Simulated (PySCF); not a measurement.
B(F)(Me)(NH2) (CH5BFN), SMILES CB(N)F. Geometry: ωB97X-D3(BJ)/def2-SVP. The values are those of a single conformer.

Computed with ωB97X-D3(BJ)/def2-SVP run with PySCF.

Harmonic wavenumbers (cm⁻¹): 111, 323, 416, 445, 484, 611, 771, 855, 898, 908, 1265, 1387, 1400, 1449, 1466, 1608, 3066, 3153, 3170, 3647, 3758. Rotational constants (GHz): 9.319, 7.945, 4.406; symmetry number 1.

Task: Work out the zero-point energy and the ideal-gas rigid-rotor harmonic-oscillator thermochemistry at 298.15 K and 1 atm.

Result: ZPE = ½ Σ hcν = ½ × 31192 cm⁻¹ = 186.57 kJ/mol. H − E(el) = 202.68 kJ/mol. Entropy in J/(mol K): translation 159.99, rotation 102.10, vibration 34.16, total 296.25. G − E(el) = 114.35 kJ/mol. Cp = 81.52 J/(mol K). Modes under 150 cm⁻¹ make the vibrational entropy uncertain.
